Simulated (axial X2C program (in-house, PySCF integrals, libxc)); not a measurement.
**Nuclear properties of AlGa**

Computed with an in-house all-electron X2C program for linear molecules (integrals from PySCF): two-component X2C with atomic mean-field Coulomb and Gaunt terms, Gaussian nuclei, basis Ga dyall-cv3z, Al dyall-v3z with contracted cores.

R = 2.456 Å (near the PBE0 minimum at charge 0 of the determinant lowest at the starting distance; the state shown can have its own minimum elsewhere).

Input and command:
```json
{"zs": [31, 13], "q": 0, "bas": ["dyall-cv3z", "dyall-v3z"], "r0": 2.5, "levels": ["PBE0", "HF", "BP86", "LDA", "PBE50"], "nst": 3}
```
```bash
python soeom.py task.json out
```

Keys: zs atomic numbers; q charge; bas basis sets; r0 starting distance in Å; levels methods; nst determinants followed.

Determinant lowest in the PBE0 search, Ω = 1 (⟨Sz⟩ = 1.00, ⟨Lz⟩ = 0.00 at PBE0), spin on the atoms Ga 0.49, Al 0.51:

```
level  Eeff magnitude (GV/cm)  Ws magnitude Ga (kHz)  Ws magnitude Al (kHz)  A∥/gI Ga (MHz)  qzz Ga (a.u.)  A∥/gI Al (MHz)  qzz Al (a.u.)  μ (D)
 PBE0                  0.0836                 0.0252                0.00654            -187           0.85             -67           0.36   0.02
   HF                     1.9                  0.799                0.00653            -118          -0.75            46.6          -0.23   0.00
 BP86                  0.0774                 0.0221                0.00505            -182           0.86           -56.6           0.37   0.12
  LDA                   0.137                  0.045                0.00284            -181           0.87           -44.3           0.38   0.25
PBE50                    0.35                  0.138                0.00569            -201           0.76           -51.4           0.30   0.02
```

Determinant 0.14 eV from it at PBE0 and this distance, Ω = 2 (⟨Sz⟩ = 1.00, ⟨Lz⟩ = 1.00 at PBE0), spin on the atoms Ga 0.47, Al 0.52:

```
level  Eeff magnitude (GV/cm)  Ws magnitude Ga (kHz)  A∥/gI Ga (MHz)  qzz Ga (a.u.)  A∥/gI Al (MHz)  qzz Al (a.u.)  μ (D)
 PBE0                   0.853                  0.199              61          -2.26            16.4          -0.75  -0.10
   HF                    1.22                  0.277           -17.5          -2.28           -12.3          -0.81  -0.08
 BP86                   0.742                  0.175            89.4          -2.23            29.8          -0.75  -0.03
  LDA                   0.737                  0.173             119          -2.28            42.4          -0.76   0.07
PBE50                   0.974                  0.226            43.3          -2.29            9.27          -0.76  -0.10
```

Eeff is the effective electric field on the electron electric dipole moment in this Ω state and Ws the scalar–pseudoscalar constant of the nucleus named (defined with the proton number Z and per Ω); A∥ (defined per Ω) follows by multiplying with gI = μI/(I μN); qzz is the electric field gradient, eQq0 = 234.96 MHz × Q/barn × qzz; μ is positive if the Al end (last atom) is positive. The operators were transformed with the bare-nucleus X2C matrices; with these basis sets, hyperfine constants and field gradients can be off by tens of per cent, and where levels differ in sign neither size nor sign is settled.

(1) With gI(69Ga) = 1.3444 (g factors from the IAEA table of nuclear moments by Stone), turn the PBE0 values of the first state into constants in MHz.

Each state is one determinant with collinear spin, which with several unpaired electrons need not be a pure state. Unrestricted Hartree–Fock can overshoot spin polarisation at the nuclei. With several open shells hyperfine constants can be off by a factor of several. Where Eeff spreads by more than a factor of two the levels disagree and none is to be relied on. Open-shell Ω = 0 determinants with evenly filled partner blocks cannot be reached by this program, so the Ω shown need not be the lowest component. States lie within half an eV, so the first need not be the ground state. The sign of Ws at Al differs between levels in the first state. Further determinants of the search, some of them spin-mixed, are not shown. PBE0 term energies can be off by some tenths of an eV.

Results:

(1) A∥(69Ga) = -187 × 1.3444 = -251 MHz.
